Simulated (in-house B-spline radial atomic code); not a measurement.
A fraction x of an electron is removed from 6s in Dy⁺, starting from [Xe] 4f10 6s1 and keeping the highest spin. All numbers are computed (scalar-relativistic (X2C) LDA exchange-only, spin-polarised, spherical fractional occupations; Fermi nucleus of rms radius 5.2218 fm) with an all-electron radial atomic-structure program (B-spline basis), not measured.

| x | E(x) - E(0) (eV) | 6s up level (eV) |
| --- | --- | --- |
| 0 | 0.0000 | -8.816 |
| 0.1 | 0.9081 | -9.346 |
| 0.16 | 1.4784 | -9.665 |
| 0.32 | 3.0928 | -10.514 |
| 0.44 | 4.3925 | -11.148 |
| 0.5 | 5.0709 | -11.462 |
| 0.56 | 5.7680 | -11.774 |
| 0.73 | 7.8434 | -12.636 |
| 0.85 | 9.3945 | -13.208 |
| 0.9 | 10.0605 | -13.428 |
| 1 | 11.4226 | - |

The exact functional would give a straight line between the two integer points. Deviations E(x) - E(0) - x[E(1) - E(0)], in eV: -0.234 at x = 0.1, -0.349 at x = 0.16, -0.562 at x = 0.32, -0.633 at x = 0.44, -0.64 at x = 0.5, -0.629 at x = 0.56, -0.495 at x = 0.73, -0.315 at x = 0.85, -0.22 at x = 0.9.

The curve lies below the straight line by up to 0.64 eV (at x = 0.5): convex, the delocalisation error that favours fractional charges.

(1) How well does Slater's transition state (minus the level at half occupation) give the ionisation energy?

Answers

(1) It gives 11.462 eV against 11.423 eV from the two total energies; NIST lists 11.65 eV, ground level to ground level.
